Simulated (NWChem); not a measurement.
System: CH3F3Ge; SMILES F[C](F)([GeH3])F

```xyz
8

Ge     0.0012     1.1384     0.0010
C     -0.0008    -0.8643    -0.0009
F      0.3268    -1.3661     1.2131
F      0.8864    -1.3648    -0.8926
F     -1.2170    -1.3633    -0.3244
H     -1.0363     1.6053     1.0397
H     -0.3786     1.6072    -1.4163
H      1.4196     1.6035     0.3814
```
Atoms are numbered in this order, from 1.

Structure relaxed at the B3LYP/6-31G* (spherical d) level.

**Question.** Give the principal values of the shielding tensors (ppm) of Ge1, C2, F3 from PBE0/pcSseg-1, GIAO (NWChem), with their diamagnetic and paramagnetic parts as GIAO splits them.

**Answer.** 
```csv
atom,σ11,σ22,σ33,isotropic,diamagnetic,paramagnetic
Ge1,1526.4,1526.5,1624.4,1559.1,2756.3,-1197.2
C2,39.6,39.6,52.7,44.0,243.0,-199.0
F3,130.9,236.2,325.4,230.8,475.4,-244.6
```
